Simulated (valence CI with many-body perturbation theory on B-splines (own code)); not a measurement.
**Ta58+: calculated level list**

Calculated by relativistic CI+MBPT: five valence electrons over a frozen Dirac-Fock core [Ne], radial functions for each j: 11 s, 11 p, 10 d, 8 f, 5 g, 2 h, with the one-electron correlation potential Σ1 (screened to all orders), the two-electron term Σ2, the three-electron term Σ3, Breit, model QED; selected single and double excitations, second order for the rest, scaled by the run's own slope (own B-spline code, finite nucleus).

No measured spectrum was set against this ion. As an estimate, large intervals hold to a few tenths of a per cent, small ones and those within an open d or f shell to about a per cent. Among the levels kept, up to 3200 cm⁻¹ of a level comes from second order outside the variational space, and about a tenth of that is noise between levels of different J, which matters for small intervals.

Levels 136 to 166 of 166, with energies above the lowest level, (3s^2 3p1/2^2 3p3/2) J=3/2. "Leading %" is the weight of the configuration and term that name the level; weights of strongly mixed levels are sums over their largest components and can fall short, so below about 35 % the name and the second component can differ from the true leading terms, or belong to a minority configuration. In the jj column 3d3/2^4 stands for four electrons in 3d with j = 3/2. Lifetimes count E1, E2, E3, M1 and M2 decay at the calculated energies, and are blank where another channel may lead or the interval is too uncertain; long ones can be off by a factor of two.

| No. | Configuration | Term | J | E (× 10³ cm⁻¹) | Leading % | g | Second component | Lifetime | Leading jj |
| --- | --- | --- | --- | --- | --- | --- | --- | --- | --- |
| 136 | 3s3p⁴ | ⁴P | 1/2 | 9655.6 | 35 | 1.847 | 34 % 3s3p⁴ ²S | 248 fs | 3s 3p3/2^4 (96 %) |
| 137 | 3s²3p3d² | ⁴G° | 9/2 | 9698.7 | 48 | 1.171 | 16 % 3s²3p3d² ⁴F° | 280 fs | 3s^2 3p3/2 3d3/2 3d5/2 (79 %) |
| 138 | 3s²3p3d² | ²H° | 11/2 | 9744.0 | 56 | 1.157 | 41 % 3s²3p3d² ⁴G° | 606 fs | 3s^2 3p3/2 3d3/2 3d5/2 (92 %) |
| 139 | 3s²3p3d² | ⁴F° | 7/2 | 9749.5 | 29 | 1.206 | 17 % 3s²3p3d² ⁴D° | 241 fs | 3s^2 3p3/2 3d3/2 3d5/2 (76 %) |
| 140 | 3s²3p3d² | ⁴D° | 5/2 | 9804.1 | 42 | 1.370 | 29 % 3s²3p3d² ⁴P° | 303 fs | 3s^2 3p3/2 3d3/2 3d5/2 (87 %) |
| 141 | 3s²3p3d² | ²F° | 5/2 | 9814.1 | 22 | 1.132 | 16 % 3s²3p3d² ⁴D° | 312 fs | 3s^2 3p3/2 3d3/2 3d5/2 (82 %) |
| 142 | 3s²3p3d² | ⁴D° | 3/2 | 9814.7 | 34 | 1.140 | 23 % 3s²3p3d² ²D° | 267 fs | 3s^2 3p3/2 3d3/2 3d5/2 (79 %) |
| 143 | 3s²3p3d² | ²G° | 7/2 | 9817.7 | 35 | 1.114 | 22 % 3s²3p3d² ⁴D° | 415 fs | 3s^2 3p3/2 3d3/2 3d5/2 (92 %) |
| 144 | 3s²3p3d² | ²S° | 1/2 | 9850.3 | 30 | 1.669 | 20 % 3s²3p3d² ⁴P° | 219 fs | 3s^2 3p3/2 3d3/2 3d5/2 (72 %) |
| 145 | 3p⁴3d | ⁴D | 3/2 | 9917.1 | 18 | 1.011 | 10 % 3p⁴3d ²D | 1.84 ps | 3p1/2^2 3p3/2^2 3d3/2 (49 %) |
| 146 | 3s²3p3d² | ²G° | 7/2 | 9959.2 | 36 | 1.123 | 16 % 3s²3p3d² ⁴F° | 295 fs | 3s^2 3p3/2 3d3/2 3d5/2 (84 %) |
| 147 | 3s²3p3d² | ²D° | 5/2 | 10009 | 33 | 1.165 | 14 % 3s²3p3d² ⁴D° | 227 fs | 3s^2 3p3/2 3d3/2 3d5/2 (77 %) |
| 148 | 3s²3p3d² | ²G° | 9/2 | 10017 | 69 | 1.078 | 15 % 3s²3p3d² ²H° | 335 fs | 3s^2 3p3/2 3d3/2 3d5/2 (90 %) |
| 149 | 3s3p²3d² | ⁶F | 1/2 | 10027 | 36 | 0.421 | 22 % 3s3p²3d² ⁴D | 1.52 ps | 3s 3p1/2 3p3/2 3d3/2^2 (70 %) |
| 150 | 3p⁴3d | ⁴D | 5/2 | 10030 | 16 | 1.081 | 13 % 3s3p²3d² ⁶G | 1.29 ps | 3s 3p1/2 3p3/2 3d3/2^2 (53 %) |
| 151 | 3s²3p3d² | ²D° | 3/2 | 10045 | 44 | 0.921 | 14 % 3s²3p3d² ⁴F° | 287 fs | 3s^2 3p3/2 3d3/2 3d5/2 (84 %) |
| 152 | 3s²3p3d² | ⁴S° | 3/2 | 10068 | 29 | 1.378 | 20 % 3s²3p3d² ²D° | 217 fs | 3s^2 3p3/2 3d3/2 3d5/2 (79 %) |
| 153 | 3s²3p3d² | ²F° | 5/2 | 10102 | 55 | 0.979 | 23 % 3s²3p3d² ²D° | 350 fs | 3s^2 3p3/2 3d3/2 3d5/2 (85 %) |
| 154 | 3p⁴3d | ²F | 7/2 | 10114 | 25 | 1.083 | 23 % 3p⁴3d ²G | 473 fs | 3p1/2^2 3p3/2^2 3d3/2 (77 %) |
| 155 | 3s²3p3d² | ²P° | 1/2 | 10119 | 73 | 0.664 | 15 % 3s²3p3d² ⁴D° | 346 fs | 3s^2 3p3/2 3d3/2 3d5/2 (88 %) |
| 156 | 3s3p²3d² | ⁶F | 3/2 | 10134 | 26 | 0.906 | 15 % 3s3p²3d² ⁶G | 640 fs | 3s 3p1/2 3p3/2 3d3/2^2 (64 %) |
| 157 | 3p⁴3d | ⁴P | 1/2 | 10148 | 27 | 0.880 | 25 % 3s3p²3d² ⁶F | 579 fs | 3p1/2^2 3p3/2^2 3d3/2 (53 %) |
| 158 | 3s3p²3d² | ⁶G | 5/2 | 10168 | 18 | 1.074 | 17 % 3p⁴3d ⁴D | 470 fs | 3s 3p1/2 3p3/2 3d3/2^2 (48 %) |
| 159 | 3s3p²3d² | ⁶G | 7/2 | 10175 | 25 | 1.071 | 24 % 3s3p²3d² ⁴G | 1.79 ps | 3s 3p1/2 3p3/2 3d3/2^2 (89 %) |
| 160 | 3s²3p3d² | ⁴G° | 11/2 | 10228 | 56 | 1.183 | 42 % 3s²3p3d² ²H° | 3.77 ps | 3s^2 3p3/2 3d5/2^2 (92 %) |
| 161 | 3p⁴3d | ²D | 3/2 | 10255 | 43 | 0.885 | 14 % 3p⁴3d ⁴F | 533 fs | 3p1/2^2 3p3/2^2 3d3/2 (74 %) |
| 162 | 3s3p²3d² | ²G | 9/2 | 10273 | 23 | 1.131 | 16 % 3s3p²3d² ⁴H | 1.89 ps | 3s 3p1/2 3p3/2 3d3/2^2 (92 %) |
| 163 | 3s²3p3d² | ²D° | 5/2 | 10279 | 41 | 1.196 | 20 % 3s²3p3d² ⁴P° | 2.91 ps | 3s^2 3p3/2 3d5/2^2 (89 %) |
| 164 | 3s²3p3d² | ²F° | 7/2 | 10308 | 49 | 1.220 | 33 % 3s²3p3d² ⁴D° | 3.46 ps | 3s^2 3p3/2 3d5/2^2 (94 %) |
| 165 | 3s²3p3d² | ⁴F° | 9/2 | 10354 | 49 | 1.205 | 42 % 3s²3p3d² ²G° | 1.50 ps | 3s^2 3p3/2 3d5/2^2 (94 %) |
| 166 | 3s3p²3d² | ⁶D | 3/2 | 10433 | 17 | 1.443 | 16 % 3s3p²3d² ⁶P | 440 fs | 3s 3p1/2 3p3/2 3d3/2^2 (81 %) |

Where two levels of one J and parity lie close, their mixing, g and order are uncertain.
